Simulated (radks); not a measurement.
Question: These are the eigenvalues of the occupied orbitals of an atom or ion with whole-number occupations (hartree). Calculated with a radial shooting solver on a logarithmic mesh with Libxc functionals: scalar-relativistic Kohn-Sham, PBEsol, spin-polarised, spherical densities, point nucleus.

orbital  eigenvalue
1s up     -88.96966
1s down   -88.95564
2s up      -8.44730
2s down    -8.43301
2p up      -6.43372
2p down    -6.41470
3s up      -1.23651
3s down    -1.13394
3p up      -0.82053
4s up      -0.28495

Which element is it, and in what charge state? The configuration may be excited. Open shells, if any, are filled with parallel spins first.

Answer: Z = 16, sulfur, charge +1: S+ in [Ne] 3s2 3p2 4s1. The list shows which subshells hold electrons but not how many an open one holds; the 1s level, -88.97 hartree, gives Z - s = 13.3 by -(Z - s)^2/2, which with screening and relativity narrows Z to a few neighbours, and the depths of the outer levels then fix element, charge and occupations together.
